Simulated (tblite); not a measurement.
Compound: C4H10PSi (doublet state).
Atom-mapped SMILES: `[CH3:1][CH2:2]/[C:3]=[CH:4]/[SiH2:5][PH2:6]` (hydrogens: H7, H8, H9 on C1; H10, H11 on C2; H12 on C4; H13, H14 on Si5; H15, H16 on P6)

Computed geometry: GFN2-xTB, gas phase. This method treats the open shell by occupation alone, without spin polarisation.

(1) List the bond lengths, angles and torsions at this level.

Answers

(1) 
| bond | length (Å) | order |
| --- | --- | --- |
| C1–C2 | 1.528 | single |
| C2–C3 | 1.476 | single |
| C3=C4 | 1.324 | double |
| C4–Si5 | 1.892 | single |
| Si5–P6 | 2.239 | single |
| C1–H7, C1–H8, C1–H9 | 1.088 | single |
| C2–H10, C2–H11 | 1.095 | single |
| C4–H12 | 1.080 | single |
| Si5–H13, Si5–H14 | 1.464 | single |
| P6–H15 | 1.390 | single |
| P6–H16 | 1.478 | single |

Bonds in one row agree within 0.01 Å and their mean is given. Orders are formal, as drawn. A selection of angles:
| angle | degrees |
| --- | --- |
| C2–C1–H7 | 110.7 |
| C2–C1–H8 | 109.6 |
| H7–C1–H8 | 108.9 |
| H8–C1–H9 | 108.4 |
| C1–C2–C3 | 109.9 |
| C1–C2–H10 | 109.0 |
| C3–C2–H10 | 109.1 |
| H10–C2–H11 | 108.4 |
| C2–C3–C4 | 134.2 |
| C3–C4–Si5 | 106.0 |
| C3–C4–H12 | 124.7 |
| Si5–C4–H12 | 129.3 |
| C4–Si5–P6 | 78.8 |
| C4–Si5–H13 | 116.3 |
| P6–Si5–H13 | 114.0 |
| P6–Si5–H14 | 118.2 |
| H13–Si5–H14 | 110.4 |
| Si5–P6–H15 | 101.7 |
| Si5–P6–H16 | 105.9 |
| H15–P6–H16 | 89.2 |

Torsions: C1–C2–C3–C4 -110° (anticlinal); C2–C3–C4–Si5 176° (antiperiplanar); C3–C4–Si5–P6 -1° (synperiplanar). The mirror-image conformer, all signs reversed, is as good.

C4 (carbon bonded to C, Si and H) is planar (angles 129.3°, 124.7° and 106.0°, sum 360.0°, 0.01 Å off the plane of its three neighbours). The C–C distances run from 1.324 Å (C3=C4, drawn double) to 1.528 Å (C1–C2, drawn single), a spread of 0.204 Å. Si5 (silicon bonded to C, P and 2 H) has angles from 78.8° to 118.2°. Of the pairs four or more bonds apart, C3···H15 is among the closest relative to their van der Waals radii: 2.50 Å, 86 % of the sum of Bondi's values. P6 (phosphorus bonded to Si and 2 H) is pyramidal (angles 105.9°, 101.7° and 89.2°, sum 296.8°, 0.78 Å off the plane of its three neighbours). C3 (carbon bonded to 2 C) is bent (angle 134.2°).

Point group: C1 (no symmetry element, even within 0.4 Å). Its GFN2-xTB frequencies are all real (lowest 33 cm⁻¹). Torsions: C1–C2–C3–C4 -110°, C3–C4–Si5–P6 -1°, C4–Si5–P6–H 88° and -179°. 3 starts were optimised and ended at 0.00, 3.79 and 7.71 kcal/mol (GFN2-xTB); the lowest of these is shown.
